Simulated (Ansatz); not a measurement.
BiF3, SMILES [F][Bi]([F])[F] (connectivity only; charge and spin as stated), charge -1, multiplicity 2.

The structure is a stationary point at B3LYP-D3(BJ)/def2-SVPD. The multiplicity is an assumed one; other spin states were not compared. The isomer is the one that the SMILES or the coordinates give; other isomers of the formula were not compared. The def2 effective core potentials stand for the cores of Bi; spin–orbit coupling is left out.

Two levels are set side by side: PBE/def2-SVPD (Ansatz, a first-principles code) and ωB97X-V/def2-SVPD (Ansatz). Energy differences of separate SCF runs at the same geometry; the states with an electron removed or added have multiplicity 1. Differences are taken from unrounded values.

| quantity | ωB97X-V | PBE | PBE minus ωB97X-V |
|---|---|---|---|
| vertical ionisation energy (eV) | 3.44 | 2.98 | -0.46 |
